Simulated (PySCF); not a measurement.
C3H10NSi (doublet state).
Z-matrix (Å and degrees, GFN2-xTB geometry), rows numbered from 1:
```
C 
C   1  1.4786
N   2  1.3762  1  120.31
Si  3  1.7293  2  129.04  1    11.35
C   4  1.8939  3  104.48  2  -179.66
H   1  1.0976  2  112.16  3    70.73
H   1  1.0904  2  110.51  3   -48.37
H   1  1.0875  2  110.14  3  -169.01
H   2  1.0757  1  120.23  3  -162.23
H   3  1.0088  2  112.79  1  -176.65
H   4  1.4752  3  113.07  2    61.51
H   4  1.4701  3  109.83  2   -60.02
H   5  1.0843  4  109.91  3   175.09
H   5  1.0859  4  111.96  3   -65.76
H   5  1.0859  4  112.07  3    55.63
```

The hyperfine couplings belong to this conformer and change with its torsions.

The species is `C[CH]N[SiH2]C` [radical].

Level of theory: UKS B3LYP, pcH-1 on C H N Si, non-relativistic, mean-field spin-orbit, GIAO (PySCF). Isolated species at its GFN2-xTB geometry (one conformer only). The geometry wasn't refined by DFT: couplings that depend on bond lengths, twists or pyramidal angles can differ widely from those at the functional's own minimum. The SCF solution wasn't tested for stability.

Task: Give the principal g shifts and their parts.

Result: 
| Δg (ppm) | 1 | 2 | 3 |
| --- | --- | --- | --- |
| relativistic mass correction | -159 | -159 | -159 |
| gauge correction | -4 | 26 | 37 |
| orbital Zeeman/spin–orbit | -18 | 790 | 1048 |
| total | -182 | 657 | 926 |

So g = 2.00214, 2.00298, 2.00325 and g_iso = 2.00279; the tensor is rhombic: the two nearest values differ by 24 % of g3 − g1. Axes: g2 points within 8° of the C2–N3 bond.

Task: At 9.43 GHz, how far is the centre of the isotropic spectrum from where a free electron (g = 2.002319) resonates?

Result: B = hν/(g μB) with μB/h = 13.99624 MHz/mT gives 336.49 mT for the free electron and 336.41 mT at g_iso, 0.08 mT lower.

Task: What are the electron Larmor frequencies g μB B/h along the three axes at 340 mT?

Result: 9.5276, 9.5316, 9.5329 GHz for g1, g2 and g3, a range of 5.3 MHz.

Task: How much does each term add to the isotropic shift?

Result: The orbital-Zeeman/spin–orbit term 607, the mass correction -159 and the gauge correction 19 ppm, for a total of 467 ppm. The orbital-Zeeman/spin–orbit term is the largest in size. The mass correction is the same along every axis, so the anisotropy comes from the other two: their spans along these axes are 41 (gauge) and 1066 ppm (orbital Zeeman/spin–orbit).

Task: In a frozen sample, at which fields do the three g values resonate at 9.5, 34, 94 and 263 GHz (hyperfine left aside), and which band first spreads them over more than twice a line width of 1.0 mT?

Result: 
```csv
band,GHz,B(g3) mT,B(g2) mT,B(g1) mT,spread mT
X,9.5,338.83,338.87,339.01,0.19
Q,34.0,1212.64,1212.81,1213.31,0.67
W,94.0,3352.60,3353.05,3354.46,1.85
J,263.0,9380.16,9381.42,9385.35,5.19
```

The spread grows in proportion to the frequency. J band is the first where it exceeds 2.0 mT.

Largest spin populations (Mulliken): C2 (+0.86), N3 (+0.12), C1 (-0.07) and H6 (+0.06). No atom but C2 exceeds +0.15. The angles at C2 add up to 357.7°, so it is nearly planar; its axial dipolar tensor and the negative coupling of its proton fit spin in a p orbital normal to that plane.

The HOMO–LUMO gaps are 4.39 eV among the α and 7.55 eV among the β orbitals.
